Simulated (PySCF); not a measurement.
**Zinc: a sound run and one with changed settings**

Sound run: Zn²⁺ [Ar] 3d10, Zn³⁺ [Ar] 3d9. All numbers are calculated (PySCF 2.14, scalar relativity through the core potential, in cc-pVTZ-PP with ECP10MDF). In the sound run the correlated levels freeze 3s2 3p6 outside the core potential. The sound run starts from symmetry-adapted Hartree-Fock orbitals and uses a fine grid where one is needed.

Changed run: initial guess 1e, at most 50 SCF cycles, level shift 0.5 hartree.

| species | method | sound run (hartree) | changed run (hartree) | converged |
| --- | --- | --- | --- | --- |
| Zn²⁺ | UHF | -225.05729 | -225.05729 | yes |
| Zn²⁺ | TPSS | -226.03219 | -226.03219 | yes |
| Zn²⁺ | PBE | -226.08620 | -226.08620 | yes |
| Zn²⁺ | MP2 | -225.49998 | -225.45830 | yes |
| Zn³⁺ | UHF | -223.69768 | -223.69768 | yes |
| Zn³⁺ | TPSS | -224.57063 | -224.57063 | yes |
| Zn³⁺ | PBE | -224.61571 | -224.61571 | yes |
| Zn³⁺ | MP2 | -224.03111 | -224.00448 | yes |

Ionisation energy of Zn²⁺:

```json
{"method": "UHF", "sound run (eV)": "36.997", "changed run (eV)": "36.997"}
{"method": "TPSS", "sound run (eV)": "39.771", "changed run (eV)": "39.771"}
{"method": "PBE", "sound run (eV)": "40.014", "changed run (eV)": "40.014"}
{"method": "MP2", "sound run (eV)": "39.970", "changed run (eV)": "39.561"}
{"method": "SCS-MP2", "sound run (eV)": "39.614", "changed run (eV)": "39.252"}
```

A level shift leaves the converged SCF energy unchanged but raises the virtual orbital energies, which shrinks MP2 if it is not removed.

For comparison, NIST gives 39.723 eV between the lowest levels.
